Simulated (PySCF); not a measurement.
Gas-phase reaction: SnS + 4 H ⇌ SnH4 + S

Computed with PySCF and rigid-rotor harmonic-oscillator thermochemistry at 1 bar. † marks an energy on the PBE0/def2-TZVP geometry and frequencies; other levels use their own. Open shells (unrestricted): H (multiplicity 2), S (multiplicity 3); the rest are closed-shell singlets. Spin-orbit splitting is ignored; it lowers the true energy and changes the entropy of S. Sn: scalar-relativistic def2 core potential, no spin-orbit coupling.

```csv
level,"ΔH°(298 K), kJ"
PBE0/def2-QZVP†,-527
PBE0/def2-TZVP,-526
LDA/def2-TZVP†,…
ωB97M-V/def2-TZVP†,-560
ωB97X-V/def2-TZVP†,…
```

Question: Fill in the missing entries.

Answer: 
- LDA/def2-TZVP†, ΔH°(298 K), kJ: -563
- ωB97X-V/def2-TZVP†, ΔH°(298 K), kJ: -570
